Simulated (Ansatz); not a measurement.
These are PBE-D3(BJ)/def2-SVP run with Ansatz (a quantum-chemistry and plane-wave program) values and carry that method's errors. All species are isolated molecules in the gas phase. 

Reference species: C10H16 rod of 1 cage `C1C2CC3CC1CC(C2)C3` (neutral, multiplicity 1).

```json
{
 "dipole_moment": "0.00 D",
 "HOMO–LUMO gap": "6.91 eV",
 "vertical ionisation energy (Delta-SCF)": "8.95 eV",
 "LUMO": "0.41 eV"
}
```

After one change: the dipole moment stays essentially unchanged; the HOMO–LUMO gap decreases by 0.33 eV; the vertical ionisation energy (Delta-SCF) falls by 0.51 eV; the LUMO is nearly the same.

Q: Name the change that produced these shifts. The new species is one of these.
(A) C38H44 rod of 8 cages
(B) C14H20 rod of 2 cages `C1C2CC3C4CC5CC(C14)C(C2)C3C5`
(C) C30H36 rod of 6 cages `C1C2CC3C4CC56CC78CC9CC%10C%11CC%12%13CC(C2)(C(C14)C5C%12C%107)C3C6C%13C8C%11C9`
(D) C18H24 rod of 3 cages `C1C2C3CC4CC2C2C5CC6CC(C15)C3C2(C4)C6`

A: B, C14H20 rod of 2 cages `C1C2CC3C4CC5CC(C14)C(C2)C3C5`
